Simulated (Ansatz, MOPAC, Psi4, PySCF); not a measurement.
Molecule: B₂H₃ (charge 0, doublet). SMILES: [BH]B
Geometry from a B3LYP-D3(BJ)/def2-TZVP (Ansatz, a program for electronic structure) optimisation:
```
B
H 1 1.1953
H 1 1.1953 2 118.30
B 1 1.5608 2 120.85 3 180.00
H 4 1.1764 3 154.73 1 -180.00
```
Charge 0, spin multiplicity 2.

Quantity: enthalpy of formation at 298 K, in kcal/mol. Terms: frozen cores in correlated levels; open shells spin-unrestricted; spin-orbit terms left out; non-relativistic; dispersion terms only where a functional's name holds one; six Cartesian d functions in 6-31G* and its kin unless marked 5d; LANL2DZ all-electron up to Ne; 6-311+G** with 5d. Basis-set limits of correlation are two-point, X^-3; Hartree-Fock from the larger set. First-principles rows: single points at B3LYP-D3(BJ) geometries (Ansatz), with unscaled harmonic terms from B3LYP/6-31G* (Ansatz) at its own minima, enthalpies of formation by atomisation with measured atoms. Semi-empirical rows: MOPAC heats of formation at their own minima for 298 K.

Coupled cluster (Ansatz) is a level with limits of its own, used here on species with T1 under 0.025 (0.045 for open shells) and stable references: CCSD(T)/CBS(def2-TZVPPD,def2-QZVPPD).

Value to compare with, CCSD(T)/CBS(def2-TZVPPD,def2-QZVPPD) (Ansatz): 87.4 kcal/mol.

```json
[
 {"level": "PM6", "program": "MOPAC", "enthalpy of formation at 298 K (kcal/mol)": "91.6", "difference": "4.2"},
 {"level": "HF/LANL2DZ", "program": "Ansatz", "enthalpy of formation at 298 K (kcal/mol)": "159.6", "difference": "72.2"},
 {"level": "HF/6-311+G**", "program": "Ansatz", "enthalpy of formation at 298 K (kcal/mol)": "150.0", "difference": "62.6"},
 {"level": "PBE/STO-3G", "program": "Ansatz", "enthalpy of formation at 298 K (kcal/mol)": "-59.7", "difference": "-147.1"},
 {"level": "PBE/3-21G", "program": "Ansatz", "enthalpy of formation at 298 K (kcal/mol)": "74.4", "difference": "-13.0"},
 {"level": "B3LYP/LANL2DZ", "program": "Ansatz", "enthalpy of formation at 298 K (kcal/mol)": "84.9", "difference": "-2.5"},
 {"level": "B3LYP/6-31G", "program": "Ansatz", "enthalpy of formation at 298 K (kcal/mol)": "78.2", "difference": "-9.2"},
 {"level": "B3LYP/6-31+G*", "program": "Ansatz", "enthalpy of formation at 298 K (kcal/mol)": "78.3", "difference": "-9.1"},
 {"level": "PBE0/6-31G*", "program": "Ansatz", "enthalpy of formation at 298 K (kcal/mol)": "74.1", "difference": "-13.3"},
 {"level": "M06-2X/6-31G* (5d)", "program": "PySCF", "enthalpy of formation at 298 K (kcal/mol)": "75.4", "difference": "-12.0"},
 {"level": "M06-2X/6-311+G**", "program": "PySCF", "enthalpy of formation at 298 K (kcal/mol)": "79.9", "difference": "-7.5"},
 {"level": "wB97X-D/6-311+G**", "program": "Psi4", "enthalpy of formation at 298 K (kcal/mol)": "81.8", "difference": "-5.6"},
 {"level": "MP2/STO-3G", "program": "Ansatz", "enthalpy of formation at 298 K (kcal/mol)": "11.8", "difference": "-75.6"},
 {"level": "B3LYP/def2-TZVPD", "program": "Ansatz", "enthalpy of formation at 298 K (kcal/mol)": "77.1", "difference": "-10.3"},
 {"level": "B2PLYP-D3(BJ)/def2-TZVPD", "program": "Ansatz + dftd3", "enthalpy of formation at 298 K (kcal/mol)": "82.2", "difference": "-5.2"}
]
```

Among the 13 habitual levels, PBE/STO-3G lies farthest from CCSD(T)/CBS(def2-TZVPPD,def2-QZVPPD) (Ansatz) (-147.1 kcal/mol) and B3LYP/LANL2DZ nearest (-2.5); 3 of 13 lie above it, and their mean absolute difference is 33.4 kcal/mol, the median 12.0. One case shows no general order.

The levels are drawn from those run, B3LYP/6-31G* more often than the rest, none by its result; left out are runs that failed, that the program found above a lower state of the same kind, or whose <S^2> lies over 0.5 above the pure value.
